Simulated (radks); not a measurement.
Effect of the nuclear size on the cobalt ion Co+, [Ar] 3d8. Method: Dirac Kohn-Sham, LDA (Slater exchange, Perdew-Wang correlation), spin-unpolarised, spherical densities, finite nucleus; open shells fill j = l - 1/2 first; Fermi nuclear charge, rms radius 3.7875 fm; computed with a radial shooting solver on a logarithmic mesh with Libxc functionals. The rms radius is varied about that value; shifts are against it.

| rms radius (fm) | total energy shift (eV) | density at nucleus (e/bohr^3) | 1s1/2 shift (meV) | 2s1/2 shift (meV) | 3s1/2 shift (meV) |
|---|---|---|---|---|---|
| 3.2269 | -0.0368 | 1.725e+04 | -15.6 | -1.44 | -0.215 |
| 3.4694 | -0.0216 | 1.719e+04 | -9.17 | -0.845 | -0.126 |
| 3.7875 | 0 | 1.712e+04 | 0.000 | 0.000 | 0.000 |
| 4.0526 | 0.0193 | 1.707e+04 | 8.23 | 0.758 | 0.113 |
| 4.651 | 0.0676 | 1.696e+04 | 28.8 | 2.65 | 0.395 |

Slopes of the eigenvalues against <r^2> in GHz/fm^2, as finite differences over the two radii next to the reference (eigenvalue slopes, not the field-shift constants of lines): 1s1/2 959, 2s1/2 88.4, 3s1/2 13.2.
